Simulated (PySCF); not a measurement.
## Spectroscopy problems

Calculated, not measured (PySCF 2.14.0 with density-fitted response routines): PBE0/pcSseg-1 with gauge-including orbitals, structure optimised with GFN2-xTB. Averaged over atoms made equivalent by symmetry, fast rotation or ring inversion, a single conformation, relativity neglected, no solvent.

Scale: TMS for 1H (31.72 ppm) and 13C (186.93 ppm) (reference shieldings calculated alike). Splittings of carbon signals by F and P are missing where no couplings were computed. Where no couplings were computed, multiplicities follow the n + 1 count of equivalent neighbours, and m marks all less simple cases (inequivalent or close neighbours, rings, F or P nearby). Shifts are as computed. Against solution values, carbons near 30 ppm lie about +3 ppm off and those near 130 ppm about +5 ppm. Of 1211 compounds with measured shifts, 218 miss one by over three times the rms of a fit or turn the order of signals round; such compounds aren't used in these exercises.

Q: C$_{6}$H$_{13}$P. 1H NMR (500 MHz, computed): δ 8.26 (m, 1H), 8.17 (m, 1H), 1.65 (m, 2H), 1.27 (m, 6H), 0.97 (t, 3H). 13C{1H} NMR (computed): δ 175.4, 46.8, 38.7, 28.5, 14.0. Give a structure.

A: `C=PC(C)(C)CC`. 5 carbon signals for 6 carbons: some carbons are equivalent by symmetry or fast rotation. Carbon types of the structure: 1 × C, 2 × CH2, 3 × CH3, which accounts for all hydrogens. δC 175.4: carbon double-bonded to a heavier main-group atom. δC 38.7: sp3 CH2; aliphatic region, no heteroatom directly attached. δC 28.5, 14.0: methyl carbon; a saturated carbon with 1 carbon neighbour and no heteroatom attached. δH 1.65: hydrogen on an sp3 CH2.

This is the structure that produced the data.

Q: C$_{8}$H$_{12}$P$_{2}$. 1H NMR (400 MHz, computed): δ 10.94 (m, 1H), 9.37 (m, 1H), 8.66 (m, 1H), 1.56 (s, 9H). 13C{1H} NMR (computed): δ 195.8 (CH), 194.0 (C), 161.4 (CH), 137.3 (CH), 41.5 (C), 34.8 (CH3). What is it?

A: `C1=CC(C(C)(C)C)=PC=P1`. 6 carbon signals for 8 carbons: some carbons are equivalent by symmetry or fast rotation. Carbon types of the structure: 2 × C, 3 × CH, 3 × CH3, which accounts for all hydrogens. δC 195.8, 161.4, 137.3: aromatic CH. δC 194.0: substituted aromatic carbon. δC 41.5: quaternary sp3 carbon on an aromatic ring; saturated and bonded to C and H only. δH 10.94, 9.37, 8.66: hydrogen on an aromatic CH; it sits in the deshielding region of the aromatic ring current.

The shifts were computed for this structure.
